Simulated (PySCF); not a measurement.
CSi (SMILES [C]=[Si]), triplet (typed; the unrestricted solution is spin-contaminated), at a GFN2-xTB geometry. Base run: HF/aug-cc-pVDZ in PySCF.

The PySCF input:
```python
from pyscf import gto, scf, solvent

mol = gto.M(
    atom='''
Si   -0.00000000   -0.00000000   -0.51650126
C     0.00000000    0.00000000    1.20516961
''',
    basis='aug-cc-pvdz',
    spin=2,
    verbose=4,
)

mf = scf.UHF(mol)
mf.kernel()
```

Each row names what was changed in the base input (with any setting that the change needs).

| change | ΔE vs base (kJ/mol) | dipole (D) |
|---|---|---|
| base | 0.00 | 0.53 |
| model = IEF-PCM; solvent = methanol; vdw_scale = 1.0 | -10.40 | 1.00 |
| model = IEF-PCM; solvent = methanol; r_probe = 0.5 | -2.12 | 0.68 |
| model = IEF-PCM; solvent = methanol; vdw_scale = 1.4 | -2.45 | 0.70 |
| model = IEF-PCM; solvent = methanol; lebedev_order = 11 | -4.50 | 0.79 |
| model = C-PCM; solvent = methanol | -4.90 | 0.81 |
| model = IEF-PCM; solvent = chloroform | -3.41 | 0.72 |
| model = COSMO; solvent = methanol | -4.82 | 0.80 |
| model = IEF-PCM; solvent = 2-propanol | -4.62 | 0.79 |
| model = IEF-PCM; solvent = n-hexane | -1.67 | 0.62 |
| model = IEF-PCM; solvent = methanol; vdw_scale = 1.1 | -6.92 | 0.89 |
| model = SS(V)PE; solvent = methanol | -4.78 | 0.80 |

The base is the gas phase, so ΔE is the electrostatic part of solvation at a fixed geometry, without cavity and dispersion terms.

Open shells are given as the SCF converged; they aren't shown to be the lowest states, and a large step between rows can be another state.
